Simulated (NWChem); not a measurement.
All runs are NWChem calculations. System: HBN, charge 0, spin multiplicity 2, displaced from the optimised geometry. The structure started from a generated list of species. Its SCF solution wasn't tested for a lower state. Level: ULDA (SVWN5)/def2-TZVP.

Job file:

```
start mol
memory heap 200 mb stack 900 mb global 1100 mb
geometry units angstroms nocenter noautoz
  B      0.000000     0.000000     0.858095
  N      0.000000     0.000000    -0.408794
  H      0.000000     0.000000    -1.428914
  symmetry group C2v
end
basis spherical
  * library def2-tzvp
end
dft
  xc slater vwn_5
  odft
  mult 2
  semidirect memsize 60000000 filesize 0
  iterations 100
  vectors input hcore
end
task dft gradient
```

NWChem printed:

```
             Northwest Computational Chemistry Package (NWChem) 7.3.0
             --------------------------------------------------------

                                NWChem Input Module
                                -------------------

 Scaling coordinates for geometry "geometry" by  1.889725989
 (inverse scale =  0.529177249)

 Turning off AUTOSYM since
 SYMMETRY directive was detected!

                             Geometry "geometry" -> ""
                             -------------------------

 Output coordinates in angstroms (scale by  1.889725989 to convert to a.u.)

  No.       Tag          Charge          X              Y              Z
 ---- ---------------- ---------- -------------- -------------- --------------
    1 B                    5.0000     0.00000000     0.00000000     0.85809500
    2 N                    7.0000     0.00000000     0.00000000    -0.40879400
    3 H                    1.0000     0.00000000     0.00000000    -1.42891400

 Effective nuclear repulsion energy (a.u.)      19.4075381201

            Nuclear Dipole moment (a.u.)
            ----------------------------
        X                 Y               Z
 ---------------- ---------------- ----------------
     0.0000000000     0.0000000000     0.0000056692

      Symmetry information
      --------------------

 Group name             C2v
 Group number             16
 Group order               4
 No. of unique centers     3

      Symmetry unique atoms

     1    2    3


 Summary of "ao basis" -> "" (spherical)
 ------------------------------------------------------------------------------
       Tag                 Description            Shells   Functions and Types
 ---------------- ------------------------------  ------  ---------------------
 *                         def2-tzvp                  on all atoms

                                 NWChem DFT Module
                                 -----------------

 Summary of "ao basis" -> "ao basis" (spherical)
 ------------------------------------------------------------------------------
       Tag                 Description            Shells   Functions and Types
 ---------------- ------------------------------  ------  ---------------------
 B                         def2-tzvp                11       31   5s3p2d1f
 N                         def2-tzvp                11       31   5s3p2d1f
 H                         def2-tzvp                 4        6   3s1p

 Summary of "ao basis" -> "ao basis" (spherical)
 ------------------------------------------------------------------------------
       Tag                 Description            Shells   Functions and Types
 ---------------- ------------------------------  ------  ---------------------
 B                         def2-tzvp                11       31   5s3p2d1f
 N                         def2-tzvp                11       31   5s3p2d1f
 H                         def2-tzvp                 4        6   3s1p

      Symmetry analysis of basis
      --------------------------

        a1         32
        a2          6
        b1         15
        b2         15

            General Information
            -------------------
          SCF calculation type: DFT
          Wavefunction type:  spin polarized.
          No. of atoms     :     3
          No. of electrons :    13
           Alpha electrons :     7
            Beta electrons :     6
          Charge           :     0
          Spin multiplicity:     2
          Use of symmetry is: on ; symmetry adaption is: on
          Maximum number of iterations: 100
          AO basis - number of functions:    68
                     number of shells:    26
          Convergence on energy requested:  1.00D-06
          Convergence on density requested:  1.00D-05
          Convergence on gradient requested:  5.00D-04

              XC Information
              --------------
                        Slater Exchange Functional  1.000 local
                      VWN V Correlation Functional  1.000 local

             Grid Information
             ----------------
          Grid used for XC integration:  medium
          Radial quadrature: Mura-Knowles
          Angular quadrature: Lebedev.
          Tag              B.-S. Rad. Rad. Pts. Rad. Cut. Ang. Pts.
          ---              ---------- --------- --------- ---------
          B                   0.85       49           9.0       434
          N                   0.65       49           7.0       434
          H                   0.35       45          10.0       434
          Grid pruning is: on
          Number of quadrature shells:   143
          Spatial weights used:  Erf1

          Convergence Information
          -----------------------
          Convergence aids based upon iterative change in
          total energy or number of iterations.
          Levelshifting, if invoked, occurs when the
          HOMO/LUMO gap drops below (HL_TOL):  1.00D-02
          DIIS, if invoked, will attempt to extrapolate
          using up to (NFOCK): 10 stored Fock matrices.

                    Damping( 0%)  Levelshifting(0.5)       DIIS
                  --------------- ------------------- ---------------
          dE  on:    start            ASAP                start
          dE off:    2 iters        100 iters           100 iters

      Screening Tolerance Information
      -------------------------------
          Density screening/tol_rho:  1.00D-10
          AO Gaussian exp screening on grid/accAOfunc:  14
          CD Gaussian exp screening on grid/accCDfunc:  20
          XC Gaussian exp screening on grid/accXCfunc:  20
[...]
    34      0.213246  2 N  s                 64     -0.167940  3 H  s
    39     -0.154006  2 N  pz                 8      0.113335  1 B  pz

                     DFT Final Beta Molecular Orbital Analysis
                     -----------------------------------------

 Vector    4  Occ=1.000000D+00  E=-4.927577D-01  Symmetry=a1
              MO Center=  1.5D-15, -5.3D-16, -5.0D-01, r^2= 9.5D-01
   Bfn.  Coefficient  Atom+Function         Bfn.  Coefficient  Atom+Function
  ----- ------------  ---------------      ----- ------------  ---------------
    39      0.365334  2 N  pz                 3      0.229982  1 B  s
     4      0.217383  1 B  s                 42      0.206713  2 N  pz
    64     -0.207433  3 H  s                  8     -0.184416  1 B  pz
    63     -0.157515  3 H  s                  2     -0.124501  1 B  s
    11     -0.117749  1 B  pz                36     -0.105298  2 N  s

 Vector    5  Occ=1.000000D+00  E=-2.707192D-01  Symmetry=b2
              MO Center=  5.7D-32, -1.4D-16, -1.5D-01, r^2= 1.2D+00
   Bfn.  Coefficient  Atom+Function         Bfn.  Coefficient  Atom+Function
  ----- ------------  ---------------      ----- ------------  ---------------
    38      0.390611  2 N  py                41      0.316448  2 N  py
    44      0.257773  2 N  py                 7      0.226931  1 B  py
    10      0.124194  1 B  py                13      0.062865  1 B  py
    16     -0.030675  1 B  d -1

 Vector    6  Occ=1.000000D+00  E=-2.707192D-01  Symmetry=b1
              MO Center= -1.9D-17,  7.5D-33, -1.5D-01, r^2= 1.2D+00
   Bfn.  Coefficient  Atom+Function         Bfn.  Coefficient  Atom+Function
  ----- ------------  ---------------      ----- ------------  ---------------
    37      0.390611  2 N  px                40      0.316448  2 N  px
    43      0.257773  2 N  px                 6      0.226931  1 B  px
     9      0.124194  1 B  px                12      0.062865  1 B  px
    18      0.030675  1 B  d  1

 Vector    7  Occ=0.000000D+00  E=-1.812210D-01  Symmetry=a1
              MO Center= -6.3D-15, -2.1D-15,  1.3D+00, r^2= 1.6D+00
   Bfn.  Coefficient  Atom+Function         Bfn.  Coefficient  Atom+Function
  ----- ------------  ---------------      ----- ------------  ---------------
     4      0.362279  1 B  s                  5      0.352009  1 B  s
     8      0.295915  1 B  pz                11      0.225264  1 B  pz
     3      0.218559  1 B  s                  2     -0.145498  1 B  s
    14      0.119757  1 B  pz                34     -0.108510  2 N  s
    36     -0.099502  2 N  s                 39     -0.098404  2 N  pz

 Vector    8  Occ=0.000000D+00  E= 3.381172D-04  Symmetry=b2
              MO Center= -5.5D-31,  1.8D-15,  7.7D-01, r^2= 3.0D+00
   Bfn.  Coefficient  Atom+Function         Bfn.  Coefficient  Atom+Function
  ----- ------------  ---------------      ----- ------------  ---------------
    13      0.632666  1 B  py                44     -0.488751  2 N  py
    10      0.404950  1 B  py                 7      0.330977  1 B  py
    38     -0.255215  2 N  py                41     -0.201496  2 N  py

 Vector    9  Occ=0.000000D+00  E= 3.381172D-04  Symmetry=b1
              MO Center=  4.6D-15, -1.8D-30,  7.7D-01, r^2= 3.0D+00
   Bfn.  Coefficient  Atom+Function         Bfn.  Coefficient  Atom+Function
  ----- ------------  ---------------      ----- ------------  ---------------
    12      0.632666  1 B  px                43     -0.488751  2 N  px
     9      0.404950  1 B  px                 6      0.330977  1 B  px
    37     -0.255215  2 N  px                40     -0.201496  2 N  px

   alpha - beta orbital overlaps
   -----------------------------

   alpha      1      2      3      4      5      6      7      8      9     10
    beta      1      2      3      4      6      5      7      8      9     10
 overlap   1.000  1.000  1.000  0.999  0.996  0.996  0.991  0.990  0.990  0.994

   alpha     11     12     13     14     15     16     17     18     19     20
    beta     11     12     13     14     15     16     17     18     19     20
 overlap   0.866  0.872  0.993  0.993  0.981  0.999  0.999  1.000  1.000  0.979

   alpha     21     22     23     24     25     26     27     28     29     30
    beta     21     22     23     24     25     27     26     28     29     30
 overlap   0.996  0.998  0.998  0.860  0.850  0.999  0.999  0.985  0.998  1.000

   alpha     31     32     33     34     35     36     37     38     39     40
    beta     31     32     33     35     34     36     37     38     39     40
 overlap   1.000  0.999  0.999  0.992  0.992  1.000  1.000  0.995  0.973  0.973

   alpha     41     42     43     44     45     46     47     48     49     50
    beta     41     42     43     45     44     46     47     48     49     51
 overlap   0.973  0.973  0.951  0.948  0.948  0.955  0.952  0.952  0.998  1.000

   alpha     51     52     53     54     55     56     57     58     59     60
    beta     50     52     53     54     55     56     57     58     59     60
 overlap   1.000  0.999  1.000  1.000  1.000  1.000  1.000  1.000  1.000  1.000

   alpha     61     62     63     64     65     66     67     68
    beta     62     61     63     64     65     66     67     68
 overlap   1.000  1.000  1.000  1.000  1.000  1.000  1.000  1.000

     --------------------------
     Expectation value of S2:
     --------------------------
      <S2> =      0.7645 (Exact =     0.7500)

 center of mass
 --------------
 x =   0.00000000 y =   0.00000000 z =   0.16577223

 moments of inertia (a.u.)
 ------------------
          43.938660542301           0.000000000000           0.000000000000
           0.000000000000          43.938660542301           0.000000000000
           0.000000000000           0.000000000000           0.000000000000

     Multipole analysis of the density
     ---------------------------------

     L   x y z        total         alpha         beta         nuclear
     -   - - -        -----         -----         ----         -------
     0   0 0 0     -0.000000     -7.000000     -6.000000     13.000000

     1   1 0 0     -0.000000     -0.000000     -0.000000      0.000000
     1   0 1 0     -0.000000     -0.000000     -0.000000      0.000000
     1   0 0 1     -0.175860     -1.569223      1.393357      0.000006

     2   2 0 0     -9.552472     -5.515835     -4.036636      0.000000
     2   1 1 0     -0.000000     -0.000000     -0.000000      0.000000
     2   1 0 1     -0.000000     -0.000000      0.000000      0.000000
     2   0 2 0     -9.552472     -5.515835     -4.036636      0.000000
     2   0 1 1     -0.000000     -0.000000      0.000000      0.000000
     2   0 0 2     -6.120853    -19.600675    -11.136303     24.616125

            General Information
            -------------------
          SCF calculation type: DFT
          Wavefunction type:  spin polarized.
          No. of atoms     :     3
          No. of electrons :    13
           Alpha electrons :     7
            Beta electrons :     6
          Charge           :     0
          Spin multiplicity:     2
          Use of symmetry is: on ; symmetry adaption is: on
          Maximum number of iterations: 100
          AO basis - number of functions:    68
                     number of shells:    26
          Convergence on energy requested:  1.00D-06
          Convergence on density requested:  1.00D-05
          Convergence on gradient requested:  5.00D-04

              XC Information
              --------------
                        Slater Exchange Functional  1.000 local
                      VWN V Correlation Functional  1.000 local

             Grid Information
             ----------------
          Grid used for XC integration:  medium
          Radial quadrature: Mura-Knowles
          Angular quadrature: Lebedev.
          Tag              B.-S. Rad. Rad. Pts. Rad. Cut. Ang. Pts.
          ---              ---------- --------- --------- ---------
          B                   0.85       49           9.0       434
          N                   0.65       49           7.0       434
          H                   0.35       45          10.0       434
          Grid pruning is: on
          Number of quadrature shells:   143
          Spatial weights used:  Erf1

          Convergence Information
          -----------------------
          Convergence aids based upon iterative change in
          total energy or number of iterations.
          Levelshifting, if invoked, occurs when the
          HOMO/LUMO gap drops below (HL_TOL):  1.00D-02
          DIIS, if invoked, will attempt to extrapolate
          using up to (NFOCK): 10 stored Fock matrices.

                    Damping( 0%)  Levelshifting(0.5)       DIIS
                  --------------- ------------------- ---------------
          dE  on:    start            ASAP                start
          dE off:    2 iters        100 iters           100 iters

      Screening Tolerance Information
      -------------------------------
          Density screening/tol_rho:  1.00D-10
          AO Gaussian exp screening on grid/accAOfunc:  14
          CD Gaussian exp screening on grid/accCDfunc:  20
          XC Gaussian exp screening on grid/accXCfunc:  20
          Schwarz screening/accCoul:  1.00D-08

                            NWChem DFT Gradient Module
                            --------------------------

  charge          =   0.00
  wavefunction    = open shell

  Using symmetry

                         DFT ENERGY GRADIENTS

    atom               coordinates                        gradient
                 x          y          z           x          y          z
   1 B       0.000000   0.000000   1.621564    0.000000   0.000000   0.043778
   2 N       0.000000   0.000000  -0.772509    0.000000   0.000000  -0.030094
   3 H       0.000000   0.000000  -2.700256    0.000000   0.000000  -0.013684

                 ----------------------------------------
                 |  Time  |  1-e(secs)   |  2-e(secs)   |
                 ----------------------------------------
                 |  CPU   |       0.00   |       1.57   |
                 ----------------------------------------
                 |  WALL  |       0.00   |       1.57   |
                 ----------------------------------------

 Task  times  cpu:        2.2s     wall:        2.2s

 Total times  cpu:        2.2s     wall:        2.2s
```
